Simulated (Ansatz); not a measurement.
Input and output for 1-ethyl-3-methylimidazolium tetrafluoroborate (C₆H₁₁BF₄N₂).

```yaml
crystal:
  periodic: [false, false, false]
  atoms:
    - {symbol: C, position_ang: [3.038895, 0.623151, 0.281808]}
    - {symbol: C, position_ang: [1.943494, -0.409368, 0.042560]}
    - {symbol: N, position_ang: [0.668633, -0.038956, 0.677610]}
    - {symbol: C, position_ang: [0.298103, -0.227093, 1.998155]}
    - {symbol: C, position_ang: [-1.022151, 0.144424, 2.100128]}
    - {symbol: N, position_ang: [-1.426929, 0.544283, 0.834913]}
    - {symbol: C, position_ang: [-2.772258, 0.932174, 0.417548]}
    - {symbol: C, position_ang: [-0.387646, 0.424626, -0.008334]}
    - {symbol: H, position_ang: [3.970510, 0.294560, -0.218877]}
    - {symbol: H, position_ang: [3.261186, 0.756805, 1.360447]}
    - {symbol: H, position_ang: [2.757726, 1.608170, -0.141577]}
    - {symbol: H, position_ang: [1.708414, -0.536125, -1.032900]}
    - {symbol: H, position_ang: [2.219635, -1.406467, 0.439098]}
    - {symbol: H, position_ang: [0.988863, -0.622440, 2.748574]}
    - {symbol: H, position_ang: [-1.703876, 0.138803, 2.955407]}
    - {symbol: H, position_ang: [-2.881177, 0.648959, -0.647105]}
    - {symbol: H, position_ang: [-2.927475, 2.019708, 0.557877]}
    - {symbol: H, position_ang: [-3.510151, 0.372970, 1.020700]}
    - {symbol: H, position_ang: [-0.393811, 0.597109, -1.096672]}
    - {symbol: F, position_ang: [-0.904315, -2.011223, -3.592311]}
    - {symbol: B, position_ang: [-0.777713, -1.209917, -2.484184]}
    - {symbol: F, position_ang: [-1.971072, -0.459163, -2.229761]}
    - {symbol: F, position_ang: [-0.460139, -1.948563, -1.315286]}
    - {symbol: F, position_ang: [0.283244, -0.236417, -2.667817]}
basis:
  gaussian: {orbitals: STO-3G}
hamiltonian: {xc: {name: PBE0-DH}}
accuracy: high
scf: {lower_state_search: full}
output: {forces: true}
```

```sh
$ ansatz run in.yaml --threads 4 --pin off --events-out ev --progress --plain --max-ram 6963MiB
```

It prints (some lines left out):

```
Functional definition: PBE0-DH
1850 factors; integrals over basis functions are off by at most 2.6e-8 eV
mean field evaluation 1: about -20614.8832 eV, gradient 3.2e1 eV
mean field evaluation 2: about -20615.0615 eV, gradient 3.2e1 eV
mean field evaluation 4: about -20618.7754 eV, gradient 2.3e0 eV
mean field evaluation 8: about -20618.7899 eV, gradient 4.7e-2 eV
mean field evaluation 16: about -20618.7899 eV, gradient 8.6e-6 eV
mean field -20618.78991036 eV, -757.7265532881 hartree, gradient 4.4e-8 eV, S^2 0.000000; 0 other end points of the search recorded, 0 dependent functions left out
13 core orbitals not correlated: weight in the atoms' cores, before any rotation towards them, 1.000 or more for the frozen orbitals, at most 0.000 for the correlated occupied ones
reference -20618.78991220 eV, -757.7265533557 hartree; 38, 38 occupied and 25, 25 virtual orbitals, 1850 factors
second order -19.54595510 eV of doubles, -0.00000000 eV of singles
Total energy: -20621.23315659 eV, -757.8163409309 hartree
Atom 0 at     3.038895     0.623151     0.281808 Å, force     0.908796     0.919962     0.192633 eV/Å
Atom 1 at     1.943494    -0.409368     0.042560 Å, force     0.623749    -1.034113    -0.570009 eV/Å
Atom 2 at     0.668633    -0.038956     0.677610 Å, force     0.540341    -0.095212     0.151918 eV/Å
Atom 3 at     0.298103    -0.227093     1.998155 Å, force    -0.753421    -0.092140     1.458525 eV/Å
Atom 4 at    -1.022151     0.144424     2.100128 Å, force     0.746628    -0.544184     1.279151 eV/Å
Atom 5 at    -1.426929     0.544283     0.834913 Å, force    -0.397475     0.101301     0.279626 eV/Å
Atom 6 at    -2.772258     0.932174     0.417548 Å, force    -1.405755     0.363566    -0.278616 eV/Å
Atom 7 at    -0.387646     0.424626    -0.008334 Å, force    -0.071688     0.281822    -1.642843 eV/Å
Atom 8 at     3.970510     0.294560    -0.218877 Å, force    -0.503517     0.077356     0.214488 eV/Å
Atom 9 at     3.261186     0.756805     1.360447 Å, force    -0.203625    -0.139259    -0.558511 eV/Å
Atom 10 at     2.757726     1.608170    -0.141577 Å, force     0.085248    -0.530444     0.210904 eV/Å
Atom 11 at     1.708414    -0.536125    -1.032900 Å, force    -0.216379     0.140776    -0.190732 eV/Å
Atom 12 at     2.219635    -1.406467     0.439098 Å, force    -0.009408     0.319300    -0.024158 eV/Å
Atom 13 at     0.988863    -0.622440     2.748574 Å, force    -0.137278     0.100386    -0.155306 eV/Å
Atom 14 at    -1.703876     0.138803     2.955407 Å, force     0.138840     0.013110    -0.178673 eV/Å
Atom 15 at    -2.881177     0.648959    -0.647105 Å, force     0.239517    -0.139902    -0.152380 eV/Å
Atom 16 at    -2.927475     2.019708     0.557877 Å, force     0.090723    -0.302362    -0.064502 eV/Å
Atom 17 at    -3.510151     0.372970     1.020700 Å, force     0.250581     0.166544    -0.122691 eV/Å
Atom 18 at    -0.393811     0.597109    -1.096672 Å, force     0.302504    -0.473121    -1.276844 eV/Å
Atom 19 at    -0.904315    -2.011223    -3.592311 Å, force    -0.002145    -0.001545     0.033513 eV/Å
Atom 20 at    -0.777713    -1.209917    -2.484184 Å, force    -0.010807     0.577864     0.327057 eV/Å
Atom 21 at    -1.971072    -0.459163    -2.229761 Å, force     0.527040    -0.100025     0.211149 eV/Å
Atom 22 at    -0.460139    -1.948563    -1.315286 Å, force    -0.096763     0.464952    -0.259035 eV/Å
Atom 23 at     0.283244    -0.236417    -2.667817 Å, force    -0.645706    -0.074633     1.115337 eV/Å
Dipole moment:     0.370049     1.127084     2.405735 e Å
```

Hardware: 4 threads of Arm Neoverse V1 on a shared host. Wall time 21 s.

Correlated methods freeze 13 core orbitals.
